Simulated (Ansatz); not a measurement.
CHO2 (SMILES O=[C]O) moved off its minimum; all values from Ansatz (an electronic-structure program), cores frozen in correlated methods. Open shells are unrestricted.
(charge 0, multiplicity 2)
```xyz
4

O      0.8400    -0.6230    -0.1083
C      0.3385     0.3654     0.0202
O     -0.9421     0.6369     0.0286
H     -1.4276    -0.3454    -0.3997
```

Forces at r2SCAN/def2-TZVPP (eV/Å):

| atom | Fx | Fy | Fz |
|---|---|---|---|
| O1 | 4.289 | -6.524 | -1.070 |
| C2 | -3.574 | 5.826 | 1.212 |
| O3 | -2.168 | -2.796 | -1.843 |
| H4 | 1.453 | 3.493 | 1.700 |

### Question
Give the forces (eV/Å), the total energy and the dipole at CCSD(T)/cc-pVTZ.

### Answer

```csv
atom,Fx,Fy,Fz
O1,4.435,-7.068,-1.134
C2,-3.110,6.247,1.242
O3,-3.049,-2.972,-1.941
H4,1.724,3.793,1.833
```
Energy -188.7996 hartree, dipole 1.55 D.
